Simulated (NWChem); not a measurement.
# Atomisation of Cl3Sb

```
Sb
Cl 1 2.3878
Cl 1 2.3878 2 98.75
Cl 1 2.3878 2 98.75 3 -100.33
```
Charge 0, spin multiplicity 1.

Program: NWChem. Structure: optimised with B3LYP/def2-SVP with def2 effective core potentials on Sb, a minimum by its harmonic frequencies.

Basis set: def2-TZVP. The atomisation energy is electronic alone: no zero-point, thermal, spin-orbit or counterpoise terms. No value is extrapolated to the basis-set limit. Free atoms are single determinants with multiplicities Sb 4, Cl 2.

Effective core potentials replace the inner electrons of Sb; spin-orbit coupling is left out. B3LYP has NWChem's definition, with VWN1-RPA local correlation. The structure started from a generated list of species. The stability of the SCF solutions was not checked. Open-shell Hartree-Fock references start from PBE0 orbitals.

Q: Order these methods by the atomisation energy they give, lowest first: BLYP, B3LYP, PBE, LC-wPBE (omega 0.3 per bohr), TPSS, HF.

A: HF (133.1 kcal/mol), LC-wPBE (omega 0.3 per bohr) (220.5 kcal/mol), B3LYP (222.1 kcal/mol), BLYP (227.3 kcal/mol), TPSS (233.3 kcal/mol), PBE (240.1 kcal/mol)
